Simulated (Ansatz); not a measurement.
```yaml
crystal:
  periodic: [false, false, false]
  atoms:
    - {symbol: B, position_ang: [-4.547611, -0.039764, -0.345299]}
    - {symbol: N, position_ang: [-2.170732, -1.635349, 0.725926]}
    - {symbol: Sn, position_ang: [1.992596, -0.012880, 1.330603]}
    - {symbol: N, position_ang: [4.767810, -0.737365, -2.026245]}
    - {symbol: O, position_ang: [1.430994, 4.234788, 1.435576]}
    - {symbol: H, position_ang: [-4.217103, 2.509693, -0.989558]}
    - {symbol: H, position_ang: [-6.911503, -1.176227, -0.632180]}
    - {symbol: H, position_ang: [-2.515370, -3.766645, 1.253175]}
    - {symbol: H, position_ang: [3.462197, -1.380347, 4.487122]}
    - {symbol: H, position_ang: [4.021868, -0.017400, -3.995183]}
    - {symbol: H, position_ang: [5.448759, -2.842875, -2.253479]}
    - {symbol: H, position_ang: [-0.592723, 4.742928, 1.084564]}
basis:
  gaussian: {orbitals: def2-SVP, fitting: {mean_field: cc-pVTZ-jkfit}}
hamiltonian: {xc: {name: revPBE}, dispersion: d3bjatm}
accuracy: high
```

```sh
$ ansatz run in.yaml --threads 4 --pin off --events-out ev --progress --plain --max-ram 10444MiB
```

Output, abridged:

```
Functional definition: revPBE
Error: <dir> the basis set cc-pVTZ-JKFIT has no functions for Sn
```
